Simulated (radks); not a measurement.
F I, configuration [He] 2s1 2p6 (not the ground configuration). Method: Dirac Kohn-Sham, HCTH/407, spin-unpolarised, spherical densities, point nucleus; computed with a radial shooting solver on a logarithmic mesh with Libxc functionals.

Unscreened Slater integrals over Kohn-Sham orbitals (cm^-1). Large and small components are both included.

integral,value
"F0(2p3/2,2p3/2)",188310
"F2(2p3/2,2p3/2)",82840
"F0(2p3/2,2p1/2)",188520
"G2(2p3/2,2p1/2)",82904
"F0(2p3/2,2s1/2)",193620
"G1(2p3/2,2s1/2)",116630
"F0(2p3/2,1s1/2)",276760
"G1(2p3/2,1s1/2)",28730
"F0(2p1/2,2p1/2)",188740
"F0(2p1/2,2s1/2)",193840
"G1(2p1/2,2s1/2)",116730
"F0(2p1/2,1s1/2)",277400
"G1(2p1/2,1s1/2)",28858
"F0(2s1/2,2s1/2)",200440
"F0(2s1/2,1s1/2)",286100
"G0(2s1/2,1s1/2)",20529
"F0(1s1/2,1s1/2)",1173000
